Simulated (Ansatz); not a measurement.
Which method gave which barrier?

Saddle point of GeNH$_{7}$O, closed shell (GeNH₅ ([NH2][GeH3]) + H₂O → GeH₄O ([OH][GeH3]) + NH₃; bonds formed: Ge1–O7, N2–H6; bonds broken: Ge1–N2, H6–O7), PBE0-D4/def2-TZVP structure:

```json
{"atom": "Ge1", "x (Å)": "-0.6617", "y (Å)": "-0.6054", "z (Å)": "-0.3447"}
{"atom": "N2", "x (Å)": "1.2070", "y (Å)": "0.0579", "z (Å)": "-0.0512"}
{"atom": "H3", "x (Å)": "-0.2165", "y (Å)": "-1.6666", "z (Å)": "-1.4304"}
{"atom": "H4", "x (Å)": "-1.2078", "y (Å)": "-1.4771", "z (Å)": "0.7903"}
{"atom": "H5", "x (Å)": "-1.5861", "y (Å)": "0.3084", "z (Å)": "-1.1702"}
{"atom": "H6", "x (Å)": "0.6749", "y (Å)": "0.8219", "z (Å)": "0.6260"}
{"atom": "O7", "x (Å)": "-0.5848", "y (Å)": "0.9869", "z (Å)": "1.1220"}
{"atom": "H8", "x (Å)": "1.8209", "y (Å)": "-0.6002", "z (Å)": "0.4124"}
{"atom": "H9", "x (Å)": "1.6624", "y (Å)": "0.4076", "z (Å)": "-0.8842"}
{"atom": "H10", "x (Å)": "-1.1081", "y (Å)": "1.7664", "z (Å)": "0.9300"}
```

Program: Ansatz 0.2.0. Basis: def2-TZVPP, with def2-QZVPP for the basis limit. Cores are frozen in the correlated methods. Filled d shells of the heavier atoms are correlated. The def2 sets are not built for correlating such inner shells, so the correlated values are less sure here. Extrapolation: Hartree–Fock as exp(−7.88 √X), correlation as X^−2.97. Four methods, as single points on the PBE0-D4 structures, gave these electronic barriers from the start structure: 16.10, 24.88, 29.44, 37.74 kcal/mol.

Task: The methods were, in alphabetical order, BHLYP-D4, HF, PBE0-D4, SPW92. Which gave which? (A judgement: the text doesn't fix the answer.)

Result: By the calculation: SPW92 16.10; PBE0-D4 24.88; BHLYP-D4 29.44; HF 37.74 kcal/mol. For comparison, CCSD(T) at an estimated basis limit (MP2 extrapolated from triple and quadruple zeta, plus CCSD(T) − MP2 in triple zeta) gives 28.67 kcal/mol.

The T1 diagnostic stays at or below 0.012.

The step is the kind of ligand exchange by which a precursor binds to a hydroxyl group, or is hydrolysed, in atomic layer deposition of oxides.

Labels in which every atom is bracketed show which atoms are joined, not bond orders.

For scale, one of the runs: CCSD(T)/def2-TZVPP, 208 basis functions, launched by `ansatz run in.yaml --threads 4 --pin off --events-out ev --progress --plain --max-ram 9574MiB`. Time: 74 s of wall clock on 4 CPU threads of an Arm Neoverse V1; the host was shared. Peak host memory: 2.9 GiB.
